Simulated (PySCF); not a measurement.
# MBr for M along group 15

MP2 with triple-zeta basis sets in PySCF, for the lowest determinant that a PBE0 search found; no spin–orbit coupling. De refers to high-spin ground-configuration atoms.

```tsv
M	basis	reference, frozen orbitals	state (unpaired electrons)	Re (Å)	ωe (cm⁻¹)	De (eV)
P	def2-TZVPPD	UHF, 14	triplet (π ↑↑)	2.176	441	2.72
As	def2-TZVPPD	UHF, 18	triplet (π ↑↑)	2.291	321	2.61
Sb	x2c-TZVPPall	UHF, 27	triplet (π ↑↑)	2.479	264	2.55
Bi	def2-TZVPP	UHF, 13	triplet (π ↑↑)	2.575	232	2.54
```

The shortest bond is that of PBr (2.176 Å), the longest that of BiBr (2.575 Å).

The rows differ in basis set, which adds steps of its own.

Down a group the atoms grow and get heavier, so bonds lengthen and wavenumbers fall; this series shows no clear exception.

Correlated steps freeze the inner cores (13 to 27 orbitals); shallow outer-core shells are correlated. These are scalar-relativistic numbers at best; spin–orbit coupling would shift them, the dissociation energy most. States were picked by a PBE0 search and need not be the measured ground states.
